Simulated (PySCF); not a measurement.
A PySCF script (with the pyscf-properties extension) for the NMR shieldings of `[BH3-][n+]1ccc(C#C)cc1`, C$_{7}$H$_{8}$BN, on a GFN2-xTB geometry:

```python
import basis_set_exchange as bse
import numpy as np
from pyscf import gto, dft
from pyscf.prop import nmr

atoms = """
B    -2.778654    0.676458   -0.055922
N    -1.270973    0.315383    0.049107
C    -0.854748   -0.938686   -0.128165
C     0.464158   -1.314047   -0.005132
C     1.421039   -0.345829    0.315002
C     2.788137   -0.677083    0.430683
C     3.952049   -0.958192    0.524410
C     0.973136    0.964741    0.508280
C    -0.367486    1.243340    0.365219
H    -2.864870    1.817987   -0.388352
H    -3.203683    0.521243    1.054265
H    -3.290980   -0.084199   -0.817389
H    -1.622090   -1.655419   -0.378527
H     0.758988   -2.339904   -0.160094
H     4.968949   -1.203264    0.606220
H     1.671762    1.747065    0.759573
H    -0.751731    2.242435    0.504192
"""
names = dict.fromkeys(["B", "N", "C", "H"], "pcSseg-1")
basis = {el: gto.basis.parse(bse.get_basis(n, elements=[el], fmt="nwchem")) for el, n in names.items()}
mol = gto.M(atom=atoms, basis=basis, charge=0, verbose=0)
mf = dft.RKS(mol, xc="PBE0")
mf.grids.level = 2
mf.grids.alignment = dft.numint.BLKSIZE   # the property module wants whole blocks of grid points
mf.conv_tol = 1e-9
mf.kernel()

calc = nmr.RKS(mf)   # GIAO
C = mf.mo_coeff
Co = C[:, mf.mo_occ > 0]
resp = mf.gen_response(singlet=True, hermi=2)
def vind(x):   # induced exchange potential for any number of trial vectors
    d = np.einsum("pi,xij,qj->xpq", C, 2 * x.reshape(-1, C.shape[1], Co.shape[1]), Co, optimize=True)
    return np.einsum("xpq,pi,qj->xij", resp(d - d.transpose(0, 2, 1)), C, Co, optimize=True).ravel()
mo1, _ = nmr.rhf.solve_mo1(calc, with_cphf=vind)
sigma = calc.kernel(mo1)
for i, s in enumerate(sigma):   # ppm
    print("%2d %-2s %9.2f" % (i, mol.atom_pure_symbol(i), np.trace(s) / 3))
```

Q: Give the expected output.

A: 
```
 0 B     120.06
 1 N     -22.30
 2 C      33.54
 3 C      52.23
 4 C      49.81
 5 C     101.34
 6 C      88.26
 7 C      52.24
 8 C      33.52
 9 H      28.90
10 H      28.40
11 H      28.90
12 H      22.73
13 H      24.09
14 H      28.32
15 H      24.09
16 H      22.73
```

These numbers come from an equivalent density-fitted implementation of the same equations, which agrees with the script to about 0.01 ppm for H and up to a few tenths of a ppm for heavy atoms, so last digits may differ.

Size and cost of the density-fitted run: 193 basis functions, 63 s wall time on 1 thread of an Arm Neoverse N1, shared host; peak memory 0.9 GiB.
